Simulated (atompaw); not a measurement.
# Building the PAW (atompaw) potential for silicon (LDA (PW92), scalar-relativistic).

* Element: silicon (Si)
* Generator: atompaw 4.2.0.5
* Type: PAW
* Functional: LDA (PW92)
* Relativity: scalar-relativistic
* Frozen core: [Ne]
* Valence charge: 4
* Reference configuration: 3s2 3p2
* Partial waves: 3s (bound): rc 1.95 bohr; 3s channel at 0.25 Ry: rc 1.95 bohr; 3p (bound): rc 1.95 bohr; 3p channel at 0.3 Ry: rc 1.95 bohr; 3d channel at 0.35 Ry: rc 1.95 bohr; 3d channel at 2.15 Ry: rc 1.90 bohr
* Local potential: bessel scheme, radius 1.80 bohr
* Core correction: smooth core density matched at 1.35 bohr
* Augmentation charge: sinc compensation charge, radius 1.60 bohr; PAW radius 1.95 bohr; waves and projectors: custom rrkj gramschmidtortho

- Cutoffs needed: 8 Ry and 15 Ry (the cutoffs (Ry, on a coarse ladder) from which the occupation-weighted sum of valence levels, in a spherical-Bessel basis at the reference potential, stays within 10 and 1 mRy of its value at 400 Ry)
- Ghost test: no extra level below or beside the all-electron valence levels (s, p, d, f tested) (spherical-Bessel basis up to 400 Ry, 20 bohr box)
- Lowest eigenvalue of the overlap operator: 0.45 (s channel)
- Overlap eigenvalues printed by atompaw (projector basis): 0.233, 0.39, 1.21, 2.84, 4.49, 7.75
- Share of each valence orbital outside the PAW sphere: 3s 54 %, 3p 73 %
